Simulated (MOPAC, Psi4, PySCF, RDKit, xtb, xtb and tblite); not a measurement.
Two geometries of C2H4BNO2, SMILES N#CCB(O)O, relaxed at GFN2-xTB with one dihedral held; other torsions can differ between them too.

Structure A

```
10

N      1.5489    -1.8202    -1.3205
C      1.2746    -0.9836    -0.5900
C      0.9123     0.0637     0.3233
B     -0.6852     0.2634     0.3026
O     -1.1923     1.1184    -0.6078
O     -1.4108    -0.4485     1.1881
H      1.4244     0.9750     0.0119
H      1.2572    -0.2210     1.3180
H     -2.1415     1.2425    -0.6427
H     -2.3653    -0.3708     1.1674
```

Structure B

```
10

N      2.2800     0.4836    -1.4634
C      1.5916     0.0365    -0.6663
C      0.7098    -0.5064     0.3278
B     -0.6961     0.2791     0.2764
O     -1.6449    -0.1929    -0.5617
O     -0.8766     1.2740     1.1669
H      1.1867    -0.3977     1.3025
H      0.5688    -1.5662     0.1118
H     -2.3320     0.3962    -0.8716
H     -1.7116     1.7438     1.1647
```

Task: Which is lower in energy at the level DF-MP2 (frozen core)/cc-pVTZ // GFN2-xTB run with Psi4, and by how much?

Result: A is lower, by 1.44 kcal/mol (dihedral O6–B4–O5–H9: 0° in A, 30° in B).

E(B) − E(A) in kcal/mol at the other levels, on the same two geometries: GFN2-xTB (xtb and tblite) 1.51; PBE/def2-TZVP // GFN2-xTB (Psi4) 1.35; PBE-D3(BJ)/def2-TZVP // GFN2-xTB (Psi4) 1.35; HF/cc-pVTZ // GFN2-xTB (Psi4) 1.37; UFF // GFN2-xTB (RDKit) -2.13; PM3, restricted, heats of formation // GFN2-xTB (MOPAC) 1.37; PM6, restricted, heats of formation // GFN2-xTB (MOPAC) 0.87; GFN1-xTB // GFN2-xTB (xtb) 1.44; restricted B3LYP/6-31G*, spherical d, density fitting // GFN2-xTB (PySCF) 1.49; restricted B3LYP/6-311+G**, spherical d, density fitting // GFN2-xTB (PySCF) 1.35; restricted M06-2X/6-31G*, spherical d, density fitting // GFN2-xTB (PySCF) 1.48; restricted Hartree-Fock/6-31G*, spherical d, density fitting // GFN2-xTB (PySCF) 1.49.
